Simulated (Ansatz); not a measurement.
Ideal-gas functions of CH₄SZn (`C[S][ZnH]`) at 500 K and 1 bar, from an Ansatz frequency run at PBE0-D4/def2-TZVP.

Molar mass 113.5 g/mol, point group Cs (symmetry number 1), electronic degeneracy 1, moments of inertia 30.399, 172.628, 199.823 u Å². Harmonic wavenumbers (cm⁻¹, unscaled): 93, 141, 396, 443, 451, 720, 961, 977, 1348, 1476, 1477, 1926, 3066, 3154, 3156.

Use S(trans) = R[1.5 ln M + 2.5 ln T − 1.1517]; rotational temperatures θ = 24.2544 K / I; S(rot) = R[ln(√π/σ · √(T³/θAθBθC)) + 1.5]; for each mode x = 1.438777 ν̃/T, S = R[x/(eˣ − 1) − ln(1 − e⁻ˣ)] and H = RT x/(eˣ − 1); 1 cm⁻¹ = 0.0119627 kJ/mol; R = 8.31446 J/(mol·K).

**Question.** By hand: the entropy, in J/(mol·K).

**Answer.** Translation 178.6. Rotation: θ = 0.7979, 0.1405, 0.1214 K, giving 112.6. Vibration, mode by mode: 19.30, 15.87, 7.66, 6.84, 6.71, 3.60, 2.09, 2.01, 0.85, 0.63, 0.63, 0.21, 0.01, 0.01, 0.01, in all 66.4. Electronic 0.0. Sum 357.6 J/(mol·K).

**Question.** By hand: H − E and G − E in kJ/mol, counted from the electronic energy.

**Answer.** Zero-point energy ½ × 19785 × 0.0119627 = 118.3; thermal vibration 17.0; translation, rotation and pV give 4 RT = 16.6. H − E = 151.9 kJ/mol, and G − E = 151.9 − 500 × 357.6/1000 = -26.9 kJ/mol.

Vibration gives 19 % of the entropy, 35.2 J/(mol·K) of it from the modes under 150 cm⁻¹: soft modes count most, and the harmonic formula is weakest for them.
